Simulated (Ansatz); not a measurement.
Consider the ligand exchange at the Si–Te bond: `OC[SiH2][TeH]` + H–F → `OC[SiH2]F` + H₂Te.

Calculated with Ansatz (gas phase, PBE0-D4/def2-TZVP geometries, no zero-point term in ΔE). CCSD(T)/CBS adds triple-zeta CCSD(T) − MP2 to the extrapolated MP2 energy (def2 sets, frozen cores). This one scheme is used for every species. Functionals use def2-TZVPP. def2 core potentials past Kr. For Te outer-core shells are correlated without core-valence functions, which leaves a few kJ/mol of doubt a bond. Each species was taken in one conformer, which may not be the lowest.

```tsv
level	ΔE (kcal/mol)
PBE0-D4	-14.8
B2PLYP	-20.1
PBE	-15.9
PBE0	-16.2
HF/def2-TZVPP	-24.7
MP2/def2-TZVPP	-16.3
CCSD(T)/def2-TZVPP	-18.3
CCSD/CBS(def2)	-17.7
```

(1) What does CCSD(T)/CBS give? (Estimate.)

Largest T1 diagnostic among the species: 0.011.

Results:

(1) Ansatz gave: -16.5 kcal/mol. The listed levels differ from it by 1.7, -3.6, 0.6, 0.3, -8.2, 0.2, -1.8, -1.2 kcal/mol.

In def2-TZVPP, CCSD(T) changes the Hartree–Fock value by +6.4 kcal/mol (the triples alone add +1.2 kcal/mol) and MP2 by +8.4 kcal/mol. The D4 term adds +2.6 kcal/mol with B3LYP and +1.4 kcal/mol with PBE0; it sums over pairs of atoms, weighted by their polarisabilities, and B3LYP, whose exchange is more repulsive, gets the larger term.

B3LYP here is the variant with VWN-RPA as its local correlation; programs differ in this.
